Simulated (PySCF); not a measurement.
Spinor energies of Pt⁺ (platinum, charge +1)

Start: [Xe] 4f14 5d9; 5d3/2 filled at m_j = -3/2, -1/2, +1/2, +3/2; 5d5/2 filled at m_j = -3/2, -1/2, +1/2, +3/2, +5/2. Calculated with PySCF 2.14 in x2c-SVPall-2c: generalised Hartree-Fock with the X2C-1e Hamiltonian and a Gaussian nucleus; one run each with spin-orbit coupling (SO) switched off, then screened by Boettger's factors.

```csv
spinor shell,electrons,"ε, spin-free (eV)","ε, screened SO (eV)",weight of nominal j (screened SO),"rms radius, screened SO (bohr)"
1s1/2,2,-78834.6,-78806.3,1.000,0.0194
2s1/2,2,-14005.9,-13997.3,1.000,0.0782
2p1/2,2,-12150.2,-13393.8,1.000,0.0663
2p3/2,4,-12150.2,-11658.8,1.000,0.0741
3s1/2,2,-3363.5,-3360.8,1.000,0.200
3p1/2,2,-2814.3,-3090.7,1.000,0.191
3p3/2,4,-2814.3,-2703.2,1.000,0.207
3d3/2,4,-2209.3,-2257.1,1.000,0.183
3d5/2,6,-2209.3,-2175.1,1.000,0.186
4s1/2,2,-765.02,-764.43,1.000,0.441
4p1/2,2,-581.79,-648.49,1.000,0.447
4p3/2,4,-581.79,-555.11,1.000,0.480
4d3/2,4,-354.32,-364.62,1.000,0.497
4d5/2,6,-354.32,-347.03,1.000,0.507
5s1/2,2,-128.34,-128.49,1.000,1.03
4f5/2,6,-99.472,-101.37,0.999,0.564
4f7/2,8,-99.472,-97.871,0.999,0.566
5p1/2,2,-78.022,-89.360,0.999,1.16
5p3/2,4,-78.022,-73.562,0.999,1.20
5d3/2,4,-19.764,-21.099,0.968,1.72
5d5/2,5,-19.764,-19.137,0.944,1.84
```

| quantity | spin-free | screened SO |
| --- | --- | --- |
| E (hartree) | -18398.44102 | -18425.19413 |
| M_J | 5/2 | 5/2 |
| ⟨J²⟩ | 9.345 | 10.493 |
| ⟨L²⟩ | 6.458 | 7.023 |
| ⟨S²⟩ | 0.887 | 1.197 |

The determinant has a definite M_J but mixes levels of different J.

Each row is a mean over spinors that exchange with the open shell spreads, by up to 4.226 eV (5p3/2).

Breit and QED terms are absent; they matter most for the inner s and p1/2 levels.

Densities and radii are taken from the X2C orbitals without a picture-change correction, which distorts them close to the nucleus.

Without spin-orbit coupling the j labels of p, d and f shells carry no meaning; the spin-free column gives the mean over the occupied spinors of each nl shell, and its ⟨J²⟩ belongs to a mixture of degenerate components.
